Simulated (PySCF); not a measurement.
C₃H₃ClF₂, SMILES Cl[C@H]1[C@H](F)[C@@H]1F. Coordinates come from a PBE-D3(BJ)/def2-SVP optimisation. The structure was generated by enumeration; whether it is a known compound was not checked.

All values below come from PBE-D3(BJ)/def2-SVP in PySCF.

Harmonic wavenumbers (cm⁻¹): 168, 206, 232, 308, 369, 637, 789, 822, 891, 977, 1001, 1045, 1101, 1142, 1159, 1221, 1313, 1436, 3077, 3084, 3107. Rotational constants (GHz): 4.736, 1.794, 1.403; symmetry number 1.

Task: Work out the zero-point energy and the ideal-gas rigid-rotor harmonic-oscillator thermochemistry at 298.15 K and 1 atm.

Result: ZPE = ½ Σ hcν = ½ × 24085 cm⁻¹ = 34.43 kcal/mol. H − E(el) = 38.67 kcal/mol. Entropy in cal/(mol K): translation 40.07, rotation 27.69, vibration 10.32, total 78.08. G − E(el) = 15.39 kcal/mol. Cp = 21.70 cal/(mol K).
